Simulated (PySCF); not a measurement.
Sb: excitation energy

Sb [Kr] 4d10 5s2 5p3 (4S) → Sb [Kr] 4d10 5s1 5p3 6s1 (6S), as a difference of total energies. Calculation: PySCF 2.14, in aug-cc-pVQZ-PP with ECP28MDF (7s7p5d3f2g, 92 functions); a scalar-relativistic core potential. Correlated levels: valence: 4s2 4p6 4d10 frozen. The calculations carry no spin-orbit coupling.

```csv
method,excitation energy (eV)
UHF,9.645
LDA,12.347
PBE,12.028
PBE0,11.720
r2SCAN,11.659
LC-wPBE,11.736
TPSSh,11.881
B2PLYP,11.746
MP2 (valence),10.782
SCS-MP2 (valence),11.180
```

Task: How much does correlation contribute at MP2 (valence)?

Result: 10.782 − (9.645) = 1.137 eV, measured against UHF.

The upper state lies above the first ionisation limit, but in LS coupling its spin forbids autoionisation to the ground ion; at this Z spin-orbit coupling breaks that rule. A Rydberg-like electron needs more diffuse functions than a valence basis has.

The promoted electron is Rydberg-like, and one or two diffuse shells describe it only roughly, which tends to raise the upper state.
